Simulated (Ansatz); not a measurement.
Relaxation of C₃H₇BBrCl (13 atoms, charge 0, multiplicity 1), to a largest force component of 0.015 eV/Å in at most 40 steps.

Level of theory: RKS PBE0-D4/def2-SVP (Ansatz 0.2.0).

```xyz
13
Properties=species:S:1:pos:R:3
B -0.268 -0.373 1.797
C 0.272 0.728 0.742
C -0.208 0.511 -0.731
C 0.338 -0.845 -1.263
Cl 0.567 1.773 -1.748
Br -2.108 0.705 -0.892
H 0.441 -1.018 2.408
H -1.444 -0.397 1.947
H -0.035 1.760 1.116
H 1.386 0.687 0.822
H -0.251 -1.679 -0.691
H 1.383 -0.970 -1.142
H -0.053 -0.917 -2.350
```

Q: Where does it end, and by what steps?

A: It converged. After 15 steps the energy has fallen by 0.661 eV; H7 moved furthest, 1.14 Å.

| step | energy less start (eV) | largest force component (eV/Å) | accepted |
| --- | --- | --- | --- |
| 0 | 0.0000 | 4.903 | yes |
| 1 | -0.4143 | 1.115 | yes |
| 2 | -0.5038 | 0.403 | yes |
| 3 | -0.5239 | 0.175 | yes |
| 4 | -0.5532 | 0.166 | yes |
| 5 | -0.5870 | 0.213 | yes |
| 6 | -0.6207 | 0.126 | yes |
| 7 | -0.6422 | 0.084 | yes |
| 8 | -0.6355 | 0.456 | no |
| 9 | -0.6489 | 0.219 | yes |
| 10 | -0.6514 | 0.217 | yes |
| 11 | -0.6575 | 0.111 | yes |
| 12 | -0.6599 | 0.057 | yes |
| 13 | -0.6601 | 0.051 | yes |
| 14 | -0.6605 | 0.020 | yes |
| 15 | -0.6605 | 0.007 | yes |

```xyz
13
Properties=species:S:1:pos:R:3
B -0.283 -0.323 1.805
C 0.327 0.651 0.747
C -0.126 0.518 -0.694
C 0.163 -0.824 -1.327
Cl 0.658 1.798 -1.685
Br -2.075 0.830 -0.741
H -0.021 -0.134 2.970
H -0.964 -1.276 1.509
H 0.187 1.692 1.087
H 1.427 0.505 0.790
H -0.327 -1.625 -0.757
H 1.251 -0.994 -1.327
H -0.197 -0.851 -2.364
```

The run took 100 s on 2 threads of Arm Neoverse V1 (shared host), peak memory 0.45 GiB.
